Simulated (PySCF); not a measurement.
**Working out the ionisation energy of Ne⁺**

Ne⁺ [He] 2s2 2p5 (2P) → Ne²⁺ [He] 2s2 2p4 (3P). Computed with PySCF 2.14 in x2c-QZVPPall, with the spin-free X2C one-electron Hamiltonian (Gaussian nucleus). Frozen: nothing. Energies in hartree (1 hartree = 27.21139 eV):

```csv
part,Ne⁺ (lower),Ne²⁺ (upper)
UHF,-127.962723,-126.519992
CCSD correlation,-0.250847,-0.194234
(T),-0.003087,-0.001859
```

Task: What does Hartree-Fock give?

Result: (-126.519992) − (-127.962723) = 1.442731 hartree = 39.259 eV.

Task: What do CCSD and CCSD(T) give?

Result: The CCSD correlation energies differ by 0.056613 hartree = 1.541 eV and the triples by 0.001228 hartree = 0.033 eV, so CCSD gives 40.800 eV and CCSD(T) 40.833 eV.

A first-order spin-orbit estimate adds -0.005 eV to CCSD(T) (valence and next inner shell), giving 40.828 eV against 40.963 eV (measured; NIST Atomic Spectra Database, ionization energies).

What remains against the reference includes basis incompleteness and higher excitations.
